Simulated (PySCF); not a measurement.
CH₆NO₂Ta, SMILES [CH3][Ta](=[NH])([OH])[OH], multiplicity 1. Geometry: B3LYP-D3(BJ)/def2-SVP. The multiplicity is an assumed one; other spin states were not compared. The def2 effective core potentials stand for the cores of Ta; spin–orbit coupling is left out. Other conformers were not sampled.

Question: Give the equilibrium geometry at B3LYP-D3(BJ)/def2-SVP (PySCF confirms it by a frequency run) as Cartesian coordinates in Å, and its point group. (Estimate from the structure and the level; the computed values follow.)

Answer: One answer among several that fit: point group Cs.
```xyz
11

Ta    -0.0584     0.0133     0.0000
N     -0.2262     1.7858     0.0000
H     -0.3734     2.7882     0.0000
O     -0.7210    -0.7801     1.6178
H     -1.1290    -0.4651     2.4313
O     -0.7210    -0.7801    -1.6178
H     -1.1290    -0.4651    -2.4313
C      2.0947    -0.2962     0.0000
H      2.5640     0.1548     0.8905
H      2.5640     0.1548    -0.8905
H      2.3157    -1.3796     0.0000
```
